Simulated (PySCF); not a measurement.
NMR data simulated for an unnamed compound:

$^{1}$H NMR (400 MHz, computed): δ 6.42 (q, 1H), 4.72 (s, 2H), 2.33 (d, 3H).

$^{13}$C{$^{1}$H} NMR (computed): δ 175.4 (C), 174.3 (C), 166.4 (C), 129.9 (CH), 120.2 (C), 68.9 (CH2), 24.8 (CH3).

- GFN2-xTB geometry
- σ from GIAO-PBE0/pcSseg-1
- run in PySCF 2.14.0 with density-fitted response routines
- averaged over atoms made equivalent by symmetry, fast rotation or ring inversion, no relativistic terms, no solvent, one computed conformer

References, each an isolated molecule treated in the same way: $^{1}$H and $^{13}$C against TMS.

Q: Which of these does the molecule contain: a tert-butyl group, a nitrile, a non-aromatic C=C double bond, an aldehyde, an ester?

A: 
- A tert-butyl group: no.
- A nitrile: no.
- A non-aromatic C=C double bond: yes.
- An aldehyde: no.
- An ester: yes (δC 166.4).

The data belong to `CC=C=C=C1COC1=O`, C$_{7}$H$_{6}$O$_{2}$; they needn't prove each group on their own.

Carbon signals by region: 3 in the far downfield region (above 160 ppm), 2 in the sp2 and nitrile region (100–160 ppm), 1 at 50–100 ppm, 1 below 50 ppm. Above 160 ppm: 175.4, central carbon of an allene, 174.3, central carbon of an allene, 166.4, ester carbonyl carbon.

Shifts are as computed. Against solution values, carbons near 30 ppm lie about +3 ppm off and those near 130 ppm about +5 ppm. Of 1211 compounds with measured shifts, 218 miss one by over three times the rms of a fit or turn the order of signals round; such compounds aren't used in these exercises. No couplings were computed; multiplicities are counted from neighbouring protons, with m where these are inequivalent, close in shift, in a saturated or five-membered ring or joined by F or P, and br s for small geminal =CH2 splittings.
